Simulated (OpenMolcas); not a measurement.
Pt2+ with 4 ligands (oxide) in square-planar coordination (D4h) at 1.98 Å. A charge of +1.5 e stands 3.2 Å behind each ligand. Ligand basis ANO-RCC-VDZP.
```
Pt    0.0000    0.0000    0.0000
O     1.9800    0.0000    0.0000
O     0.0000    1.9800    0.0000
O    -1.9800    0.0000    0.0000
O     0.0000   -1.9800    0.0000
```

```yaml
Program: OpenMolcas 26.06
Method: CASSCF
Basis: ANO-RCC-VTZP [8s7p5d3f1g]
Scalar_Hamiltonian: DKH2, point nucleus
Active_space: 8 electrons in 5 orbitals (5d)
State_averaging: 2S+1 = 3 even, 10 roots; 2S+1 = 1 even, 15 roots
Spin-orbit_coupling: RASSI with atomic mean-field integrals over the reference wave functions
```

(1) What is the spin-free ground state (labels of D4, the rotations of D4h)?

(2) Where is the first state of the same spin?

(3) What are the lowest two levels with spin-orbit coupling?

(4) What is χT at 300 K, and how does it compare with the textbook value?

## Answers

(1) 1A1, 1-fold in its orbital part; d8 allows 2S+1 = 3, so this is a state of lower spin.

(2) 1A2 at 23100 cm-1 above the ground state.

(3) A 1-fold level A1, then a 1-fold level A1 15838 cm-1 above it. Their leading multiplicities are 1 (91 %) and 3 (98 %).

(4) The lowest level has 2S+1 = 1, for which the spin-only value is χT = S(S+1) / 2 = 0.000 cm3 K/mol (g = 2). The computed 0.014 at 300 K differs by +0.014, through orbital momentum, spin-orbit coupling and any other state in reach.

Without dynamic correlation the repulsion within the d shell is too large (B by tens of per cent), so at a given field states of lower spin stand too high. The least metal-like active orbital is 68 % on the metal (Löwdin) and no ligand orbital is active, so the numbers are rough. The oxide ions are held by bare point charges, a crude embedding. With metal d orbitals alone the field can be off either way by tens of per cent. Ligand-to-metal charge-transfer states are missing. With no ligand orbital active B as a rule stays too high, so bands that hang on it stand too high and its fall with covalency is understated. No measured value stands beside these numbers; the geometry is a model, was not optimised and need not be the one that this ion takes.
